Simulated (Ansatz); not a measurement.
One change: `[Cl][Sn]([Cl])([I])[I]` becomes `[Cl][Sn]([Cl])([Cl])[I]`.

Ansatz, PBE0-D4/def2-TZVP geometries, multiplicity 1. 

Elements past krypton have def2 core potentials.

| property | `[Cl][Sn]([Cl])([I])[I]` |
| --- | --- |
| HOMO–LUMO gap (ωB97M-V/def2-TZVPP) / eV | 8.73 |
| zero-point energy (PBE0-D4/def2-TZVP) / kJ/mol | 9.6 |
| LUMO energy (PBE/def2-TZVPP) / eV | -4.22 |
| HOMO–LUMO gap (B3LYP/def2-TZVPP) / eV | 4.26 |
| size of the dipole moment (B3LYP/def2-TZVPP) / D | 1.46 |
| HOMO–LUMO gap (PBE0/def2-TZVPP) / eV | 4.76 |

Give the same properties after the change, and the shifts. (Best estimate.)

The calculation gave: 
```json
{"property": "HOMO–LUMO gap (ωB97M-V/def2-TZVPP) / eV", "`[Cl][Sn]([Cl])([Cl])[I]`": "9.31", "shift": "0.58"}
{"property": "zero-point energy (PBE0-D4/def2-TZVP) / kJ/mol", "`[Cl][Sn]([Cl])([Cl])[I]`": "11.2", "shift": "1.6"}
{"property": "LUMO energy (PBE/def2-TZVPP) / eV", "`[Cl][Sn]([Cl])([Cl])[I]`": "-4.15", "shift": "0.07"}
{"property": "HOMO–LUMO gap (B3LYP/def2-TZVPP) / eV", "`[Cl][Sn]([Cl])([Cl])[I]`": "4.69", "shift": "0.43"}
{"property": "size of the dipole moment (B3LYP/def2-TZVPP) / D", "`[Cl][Sn]([Cl])([Cl])[I]`": "1.44", "shift": "-0.02"}
{"property": "HOMO–LUMO gap (PBE0/def2-TZVPP) / eV", "`[Cl][Sn]([Cl])([Cl])[I]`": "5.22", "shift": "0.46"}
```

With PBE0 the HOMO falls by 0.33 eV and the LUMO rises by 0.13 eV, so the gap widens by about 0.46 eV. PBE moves the HOMO by -0.30 eV and ωB97M-V by -0.37 eV. Dipoles are sizes alone; their direction can turn.

B3LYP here is the variant with VWN-RPA as its local correlation; programs differ in this.

Spin–orbit coupling is left out; it splits and shifts lone-pair levels of the heavy atoms by tenths of an eV.
